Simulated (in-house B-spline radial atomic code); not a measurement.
A radial electron density 4πr²n(r) was computed for an atom or ion in its tabulated ground configuration with an all-electron radial atomic-structure program (B-spline basis); method: Dirac-Hartree-Fock, average of configuration. Columns: r (bohr), 4πr²n(r) (electrons per bohr), bar.

```
 0.00177    1.516 #
 0.00215    2.144 ##
 0.00262    3.031 ##
  0.0032    4.267 ###
 0.00389    5.906 #####
 0.00474    8.116 ######
 0.00578    11.01 #########
 0.00704    14.67 ############
 0.00857    19.14 ###############
  0.0104    24.28 ###################
  0.0127    30.14 ########################
  0.0155    36.07 #############################
  0.0189    41.32 #################################
   0.023    45.01 ####################################
   0.028    46.44 #####################################
  0.0342    45.29 ####################################
  0.0416     42.3 ##################################
  0.0507    39.23 ###############################
  0.0618    38.52 ###############################
  0.0752    41.79 #################################
  0.0916    48.28 #######################################
   0.112    54.35 ###########################################
   0.136       55 ############################################
   0.166     48.4 #######################################
   0.202    38.36 ###############################
   0.246    31.87 #########################
     0.3    33.02 ##########################
   0.365    38.02 ##############################
   0.445    38.97 ###############################
   0.542    31.99 ##########################
    0.66    20.77 #################
   0.804    11.59 #########
    0.98    7.363 ######
    1.19    6.399 #####
    1.45    5.732 #####
    1.77    4.151 ###
    2.16    2.245 ##
    2.63   0.8848 #
     3.2   0.2432 
     3.9  0.04294 
    4.75  0.00455 
    5.79 0.0002544
```

Which atom or ion is it?
A. Kr2+
B. Zr3+
C. Br2+
D. Rb2+

D. The area under the curve, ∫4πr²n dr = ∫r·4πr²n d(ln r) on this logarithmic grid, is 35 electrons, which only this option has. The configuration is [Ar] 3d10 4s2 4p5.
